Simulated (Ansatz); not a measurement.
Reaction (cleavage of the Si–Si bond): `F[SiH2][SiH2]F` + `N=CF` → `F/C=N/[SiH2]F` + `F[SiH3]`

Calculated with Ansatz (gas phase, PBE0-D4/def2-TZVP geometries, no zero-point term in ΔE). CCSD(T)/CBS is the MP2 limit (def2-TZVPP, def2-QZVPP) plus CCSD(T) − MP2 in def2-TZVPP, frozen cores. This one scheme is used for every species. One conformer a species, not always the lowest.

`F[SiH2][SiH2]F`:

```xyz
8

F    -0.683   -1.380   -1.659
Si   -0.043    0.013   -1.176
Si    0.043   -0.013    1.176
F     0.682    1.381    1.659
H     1.311    0.132   -1.776
H    -0.901    1.115   -1.683
H    -1.311   -0.133    1.775
H     0.902   -1.114    1.684
```

`N=CF`:

Z-matrix (Å, degrees):
```
C
N 1 1.242
F 1 1.328 2 120.0
H 1 1.092 2 129.8 3 -180.0
H 2 1.016 1 110.6 3 -180.0
```

`F/C=N/[SiH2]F`:

Z-matrix (Å, degrees):
```
Si
F 1 1.602
N 1 1.711 2 112.0
H 1 1.477 2 107.7 3 -118.9
H 1 1.477 2 107.7 3 118.9
C 3 1.234 1 130.5 2 -0.0
F 6 1.333 3 121.2 1 180.0
H 6 1.093 3 129.3 1 0.0
```

`F[SiH3]`:

```xyz
5

F     1.407    0.332    0.585
Si   -0.036   -0.009   -0.015
H    -0.395   -1.388    0.388
H     0.034    0.101   -1.491
H    -1.010    0.965    0.533
```

| species | MP2/def2-QZVPP energy (Eh) |
| --- | --- |
| `F[SiH2][SiH2]F` | -780.14447 |
| `N=CF` | -193.64976 |
| `F/C=N/[SiH2]F` | -583.16808 |
| `F[SiH3]` | -390.66367 |

Problem. Work out ΔE.

Solution. ΔE = (-583.16808) + (-390.66367) − (-780.14447) − (-193.64976) = -0.03752 Eh = -1.02 eV. CCSD(T)/CBS gives -0.90 eV.

Largest T1 diagnostic among the species: 0.013.

From PBE to PBE0 (25 % exact exchange), in def2-TZVPP and without D4, ΔE moves by −0.06 eV.
